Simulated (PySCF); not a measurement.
C7H11 (doublet state).
Z-matrix (Å and degrees, GFN2-xTB geometry), rows numbered from 1:
```
C 
C   1  1.4370
C   2  1.5025  1  114.44
C   3  1.5019  2  120.98  1   -97.70
C   4  1.4975  3   59.95  2  -113.03
C   2  1.5354  1  118.14  3   145.13
C   6  1.4858  2   60.76  1   106.81
H   1  1.0716  2  120.82  3     0.52
H   1  1.0726  2  120.59  3  -179.84
H   3  1.0847  2  111.86  1    44.80
H   4  1.0795  3  117.59  5   107.99
H   4  1.0794  3  118.76  5  -108.46
H   5  1.0799  3  117.76  4   108.41
H   5  1.0789  3  119.40  4  -107.94
H   6  1.0792  2  116.56  7   109.43
H   6  1.0789  2  117.50  7  -109.20
H   7  1.0794  2  116.78  6   109.13
H   7  1.0785  2  118.19  6  -109.39
```

The hyperfine couplings belong to this conformer and change with its torsions.

Identity: `C1C(C1)C1([CH2])CC1` [radical].

Method: PySCF, UKS B3LYP, pcH-1 on C H, non-relativistic, mean-field spin-orbit, GIAO. Geometry: GFN2-xTB, one conformer, isolated molecule. Couplings are sensitive to structure, and on GFN2-xTB geometries they can be far from those on DFT ones. No stability test was run, so a lower SCF solution isn't excluded.

The largest Mulliken spin populations are on C1 (+1.02), C2 (-0.10), C6 (+0.09) and C7 (+0.08). C1 is the only atom above +0.15. The positive populations add up to 1.20 and the negative ones to -0.20, together 2S = 1. The angles at C1 add up to 360.0°, so it is planar; its axial dipolar tensor and the negative couplings of its protons fit spin in a p orbital normal to that plane.

McConnell's relation a(H) = Q·ρ ties the coupling of a proton on a planar π carbon to the spin population of that carbon. What Q do the computed values give?

```tsv
H	C	ρ(C)	a(H) (G)	a/ρ (G)
H8	C1	+1.018	-21.80	-21.4
H9	C1	+1.018	-20.75	-20.4
```

These protons share one ρ (within 0.01), so their mean ratio, Q = -20.9 G, is no test of linearity. In every row coupling and population have opposite signs.

Couplings in gauss use g_iso = 2.0026.

Hardware: an Arm Neoverse V1 with one thread, on a shared host. Cost: 70 s (grids of density and orbitals included), 1.0 GiB resident at most.
